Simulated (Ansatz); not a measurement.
```yaml
crystal:
  periodic: [false, false, false]
  atoms:
    - {symbol: C, position_ang: [1.707321, 1.917442, -1.295424]}
    - {symbol: C, position_ang: [0.764022, 1.146394, -0.958723]}
    - {symbol: Ge, position_ang: [-0.662445, -0.088529, -0.361266]}
    - {symbol: C, position_ang: [-0.310134, -1.179267, 1.293090]}
    - {symbol: F, position_ang: [-2.169633, 1.192107, -0.091118]}
    - {symbol: F, position_ang: [-2.169633, 0.892107, -0.141118]}
    - {symbol: H, position_ang: [2.536321, 2.604370, -1.603446]}
    - {symbol: H, position_ang: [0.616371, -1.832138, 1.133904]}
    - {symbol: H, position_ang: [-0.134141, -0.482026, 2.183529]}
    - {symbol: H, position_ang: [-1.215722, -1.846182, 1.503428]}
basis:
  gaussian: {orbitals: aug-pcseg-2}
hamiltonian: {xc: {name: r2SCANh}, dispersion: d3bj}
output: {forces: true}
```

```sh
$ ansatz run in.yaml --threads 4 --pin off --events-out ev --progress --plain --max-ram 10444MiB
```

Shortened log:

```
Warning: the engine holds no damping parameters fitted to this dispersion correction and functional, so the run takes those fitted to r2scanh beside the three-body term, which d3bj leaves out (hamiltonian.dispersion, under Limitations)
Functional definition: r2SCANh
  name "r2SCANh"
  cite "Bursch, Neugebauer, Ehlert & Grimme, J. Chem. Phys. 156, 134105 (2022) doi:10.1063/5.0086040"
  cite "Furness, Kaplan, Ning, Perdew & Sun, J. Phys. Chem. Lett. 11, 8208 (2020) doi:10.1021/acs.jpclett.0c02405"
  cite "Furness, Kaplan, Ning, Perdew & Sun, J. Phys. Chem. Lett. 11, 9248 (2020) doi:10.1021/acs.jpclett.0c03077"
  parent r2scan
  parameter a = 0.1
  parameter k0 = 0.174
  parameter k1 = 0.065
  parameter a1 = 4.9479
  exchange = (1 - a)*r2scan_x(k0 = k0, k1 = k1, a1 = a1) + a*exact_x
  correlation = r2scan_c
1687 factors; their error is unknown
mean field evaluation 1: about -64144.0937 eV, gradient 1.7e2 eV
mean field evaluation 2: about -62764.0579 eV, gradient 6.0e2 eV
mean field evaluation 4: about -64230.3221 eV, gradient 8.4e1 eV
mean field evaluation 8: about -64252.3628 eV, gradient 4.3e0 eV
mean field evaluation 16: about -64252.4798 eV, gradient 9.2e-2 eV
mean field evaluation 32: about -64252.4387 eV, gradient 2.3e0 eV
a density is far from that of the atoms, so the factors are made again for it
2461 factors; integrals over basis functions are off by at most 8.2e-4 eV
mean field -64252.48098480 eV, -2361.2351242956 hartree, gradient 1.4e-5 eV, S^2 0.000000; 0 other end points of the search recorded, 0 dependent functions left out
the calculation of the forces begins
reference -64252.48101465 eV, -2361.2351253925 hartree; 36, 36 occupied and 345, 345 virtual orbitals, 2461 factors
Total energy: -64252.53824685 eV, -2361.2372286371 hartree
Atom 0 at     1.707321     1.917442    -1.295424 Å, force    -2.013490    -1.587710     0.628029 eV/Å
Atom 1 at     0.764022     1.146394    -0.958723 Å, force     3.580089     1.621918    -0.498444 eV/Å
Atom 2 at    -0.662445    -0.088529    -0.361266 Å, force    12.387989    -5.214266    -1.194270 eV/Å
Atom 3 at    -0.310134    -1.179267     1.293090 Å, force     0.797933    -1.679124     0.657080 eV/Å
Atom 4 at    -2.169633     1.192107    -0.091118 Å, force     2.780645  6465.257208  1070.964337 eV/Å
Atom 5 at    -2.169633     0.892107    -0.141118 Å, force   -15.624470 -6458.319036 -1069.272320 eV/Å
Atom 6 at     2.536321     2.604370    -1.603446 Å, force    -1.481558    -1.126703     0.483500 eV/Å
Atom 7 at     0.616371    -1.832138     1.133904 Å, force    -1.380954     0.830030     0.260851 eV/Å
Atom 8 at    -0.134141    -0.482026     2.183529 Å, force    -0.388752    -0.810973    -1.662306 eV/Å
Atom 9 at    -1.215722    -1.846182     1.503428 Å, force     1.342570     1.028656    -0.366458 eV/Å
Dipole moment:     0.583047    -0.134257     0.105162 e Å
```

Question: Something in this input is off. What?

Answer: One atom was put on top of another. The calculation finished and met its thresholds. The result belongs to that input, not to the molecule as meant.

Scalar relativity is left out up to krypton.
